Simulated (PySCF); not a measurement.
N²⁺ (nitrogen, charge +2) across methods

[He] 2s1 2p2, high-spin 4P determinant (an excited configuration). Calculation: PySCF 2.14, in dyall-acv3z; the non-relativistic Hamiltonian (point nucleus).

| method | E (hartree) | mean ε 1s β (eV) | mean ε 2s α (eV) | mean ε 2p α (eV) | Σ⟨r²⟩ (bohr²) | ⟨S²⟩ |
| --- | --- | --- | --- | --- | --- | --- |
| revPBE | -52.7108 | -420.65 | -50.912 | -39.423 | 4.841 | 3.750 |
| TPSS | -52.7278 | -423.34 | -51.352 | -39.633 | 4.824 | 3.750 |
| LDA | -52.2406 | -416.98 | -50.575 | -39.280 | 4.874 | 3.750 |
| BP86 | -52.7049 | -420.88 | -50.930 | -39.451 | 4.832 | 3.750 |
| PBE | -52.6529 | -420.27 | -50.878 | -39.437 | 4.846 | 3.750 |
| B97-3 | -52.7054 | -431.98 | -54.029 | -41.977 | 4.811 | 3.750 |
| r2SCAN | -52.7182 | -424.83 | -52.102 | -40.270 | 4.799 | 3.750 |
| PBE0 | -52.6691 | -430.70 | -53.906 | -41.934 | 4.824 | 3.750 |

Question: Estimate the same row for UHF.

Answer: E (hartree) = -52.63193; mean ε 1s β (eV) = -461.21; mean ε 2s α (eV) = -62.576; mean ε 2p α (eV) = -49.011; Σ⟨r²⟩ (bohr²) = 4.792; ⟨S²⟩ = 3.750.
